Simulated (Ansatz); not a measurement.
## GeSiH3ClO (SMILES Cl[SiH]1[O][GeH2]1): methods side by side

GeSiH3ClO: 7 atoms, total charge 0, spin state singlet. As SMILES, `Cl[SiH]1[O][GeH2]1`. Geometry: optimised at PBE0/def2-SVP.

Each level gives the adiabatic ionisation energy (to the doublet cation, shapes relaxed at PBE0/def2-SVP, no zero-point term) (eV). The values are calculated.

| level | kind | program | value (eV) | CPU time (all runs) |
| --- | --- | --- | --- | --- |
| HF/def2-SVP | Hartree–Fock | Ansatz | 7.46 | 8.8 s |
| PBE/def2-SVP | GGA | Ansatz | 8.33 | 7.5 s |
| B3LYP/def2-SVP | global hybrid | Ansatz | 8.37 | 13 s |
| wB97M-V/def2-SVP | range-separated hybrid | Ansatz | 8.38 | 51 s |
| MP2/def2-SVP | perturbation theory | Ansatz | 8.17 | 8.3 s |

All-electron rows without a relativistic Hamiltonian named are non-relativistic. The values span 7.46 to 8.38 eV. In the correlated wave-function rows the outer d shell of Ge is correlated, in sets not made for it. CPU times are rough (shared hosts, several kinds of processor): they show what a rung costs within a factor of a few.
